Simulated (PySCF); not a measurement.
**Basis and Hamiltonian dependence of the ionisation energy of B²⁺**

B²⁺ [He] 2s1 (2S) → B³⁺ 1s2 (1S). Calculated with PySCF 2.14 from differences of total energies of unrestricted determinants, without spin-orbit coupling. Values in eV.

```json
{"basis": "cc-pVDZ-DK", "Hamiltonian": "spin-free X2C", "functions": "14", "UHF": "37.725", "PBE": "n/a", "PBE0": "n/a", "CCSD(T) (valence and next inner shell)": "n/a"}
{"basis": "x2c-SVPall", "Hamiltonian": "spin-free X2C", "functions": "14", "UHF": "37.320", "PBE": "n/a", "PBE0": "n/a", "CCSD(T) (valence and next inner shell)": "n/a"}
{"basis": "jorge-DZP-DKH", "Hamiltonian": "spin-free X2C", "functions": "15", "UHF": "37.805", "PBE": "n/a", "PBE0": "n/a", "CCSD(T) (valence and next inner shell)": "n/a"}
{"basis": "Sapporo-DZP-2012", "Hamiltonian": "spin-free X2C", "functions": "18", "UHF": "37.798", "PBE": "38.245", "PBE0": "38.192", "CCSD(T) (valence and next inner shell)": "n/a"}
{"basis": "aug-cc-pVDZ-DK", "Hamiltonian": "spin-free X2C", "functions": "23", "UHF": "37.733", "PBE": "38.158", "PBE0": "38.115", "CCSD(T) (valence and next inner shell)": "n/a"}
{"basis": "aug-cc-pVDZ", "Hamiltonian": "non-relativistic", "functions": "23", "UHF": "37.722", "PBE": "38.147", "PBE0": "38.104", "CCSD(T) (valence and next inner shell)": "n/a"}
{"basis": "ANO-RCC-VTZP", "Hamiltonian": "spin-free X2C", "functions": "30", "UHF": "37.822", "PBE": "38.286", "PBE0": "38.229", "CCSD(T) (valence and next inner shell)": "37.869"}
{"basis": "x2c-TZVPPall", "Hamiltonian": "spin-free X2C", "functions": "31", "UHF": "37.821", "PBE": "38.278", "PBE0": "38.223", "CCSD(T) (valence and next inner shell)": "37.841"}
{"basis": "dyall-av2z", "Hamiltonian": "non-relativistic", "functions": "42", "UHF": "37.803", "PBE": "38.264", "PBE0": "38.207", "CCSD(T) (valence and next inner shell)": "n/a"}
{"basis": "aug-cc-pVTZ-DK", "Hamiltonian": "spin-free X2C", "functions": "46", "UHF": "37.826", "PBE": "38.293", "PBE0": "38.234", "CCSD(T) (valence and next inner shell)": "n/a"}
{"basis": "x2c-QZVPPall with one added diffuse shell each of s, p, d, f type", "Hamiltonian": "spin-free X2C", "functions": "73", "UHF": "37.829", "PBE": "38.301", "PBE0": "38.241", "CCSD(T) (valence and next inner shell)": "37.869"}
{"basis": "aug-cc-pCVTZ-DK with one added diffuse shell each of s, p, d, f type", "Hamiltonian": "spin-free X2C", "functions": "75", "UHF": "37.827", "PBE": "38.293", "PBE0": "38.234", "CCSD(T) (valence and next inner shell)": "37.909"}
{"basis": "aug-cc-pVQZ-DK", "Hamiltonian": "spin-free X2C", "functions": "80", "UHF": "37.829", "PBE": "38.294", "PBE0": "38.237", "CCSD(T) (valence and next inner shell)": "n/a"}
{"basis": "aug-cc-pV5Z", "Hamiltonian": "non-relativistic", "functions": "127", "UHF": "37.819", "PBE": "38.289", "PBE0": "38.230", "CCSD(T) (valence and next inner shell)": "n/a"}
```

Frozen in the all-electron rows: valence: 1s2; valence and next inner shell: nothing.

At UHF, x2c-SVPall lies more than 0.3 eV from the median of the rows with comparable relativity. Sets contracted for the neutral atom can be stiff in a shell that they treat as core.

Reference for a calculation without spin-orbit coupling: 37.931 eV (measured, between term centres; NIST).
